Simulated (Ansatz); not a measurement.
CFGaOS. The species carries charge 0 and has multiplicity 1. Correlated methods include outer-core shells of Ga, which these sets cover unevenly. Scalar relativity is left out up to krypton. The bonds changed during the relaxation, so this is another structure than the one it started from.

```
atom   x (Å)   y (Å)   z (Å)
  F1  -1.640  -0.744   0.025
 Ga2  -0.732  -2.269  -0.259
  O3  -0.070   1.939   0.278
  C4   0.690   1.099   0.099
  S5   1.752  -0.025  -0.144
```

Task: Give the diagnostics of a CCSD(T)/def2-TZVPP run (frozen core, Ansatz 0.2.0). (An estimate is asked.)

Result: Computed: T1 = 0.0172, largest single amplitude 0.041, largest double 0.083, (T) share of the correlation energy 4.6 %, 10 CCSD cycles. The RHF solution is stable towards an unrestricted one. T1 lies under the customary mark of 0.02 for closed shells.
